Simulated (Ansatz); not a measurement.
`B[SiH]1BO1` + H₂ → `B1O[SiH2]1` + BH₃ at 600 K and 1 bar (hydrogenolysis of the Si–B bond).

Program: Ansatz. Geometries: PBE0-D4/def2-TZVP. ΔE: electronic, gas phase. CCSD(T)/CBS adds triple-zeta CCSD(T) − MP2 to the extrapolated MP2 energy (def2 sets, frozen cores). This one scheme is used for every species.

| species | CCSD(T)/CBS energy (Eh) | H − E (kJ/mol) | S (J/(mol·K)) |
| --- | --- | --- | --- |
| `B[SiH]1BO1` | -416.22533 | 168.8 | 380.1 |
| H₂ | -1.17544 | 43.9 | 150.8 |
| `B1O[SiH2]1` | -390.85529 | 121.9 | 317.7 |
| BH₃ | -26.55200 | 91.5 | 217.3 |

H − E and S are ideal-gas, rigid-rotor, harmonic terms from PBE0-D4/def2-TZVP, for one conformer and one mirror image of each species. For small species the MP2-based limit differs from directly extrapolated CCSD(T) by up to some mEh (0.8 for H₂); such offsets cancel only in part. 1 Eh = 2625.50 kJ/mol, R = 8.31446 J/(mol·K).

Q: By hand: ΔE, ΔH, ΔS and ΔG.

A: ΔE = (-390.85529) + (-26.55200) − (-416.22533) − (-1.17544) = -0.00652 Eh = -17.1 kJ/mol. Δ(H − E) = 121.9 + 91.5 − 168.8 − 43.9 = 0.7, so ΔH = -16.4 kJ/mol. ΔS = 317.7 + 217.3 − 380.1 − 150.8 = 4.1 J/(mol·K). ΔG = -16.4 − 600 × (4.1)/1000 = -18.9 kJ/mol.

Q: By hand: the equilibrium constant, and the temperature at which ΔG would vanish if ΔH and ΔS stayed fixed.

A: log₁₀ K = −ΔG/(RT ln 10) = 1.6. ΔH and −TΔS have one sign here, so there is no such temperature.

The number of gas molecules stays the same, so ΔS is small and ΔH decides. A doubt of 5 kJ/mol in ΔE shifts log₁₀ K by 0.4 here. Other conformers and mirror images would add mixing entropy, several J/(mol·K) or more a flexible species. These are equilibria of isolated gas molecules and say nothing of rates. Largest T1 diagnostic: 0.021 (customary marks: 0.02 for closed shells, 0.045 for open ones).

ΔS is within the doubt of such terms, so its sign, and with it that verdict, could turn.
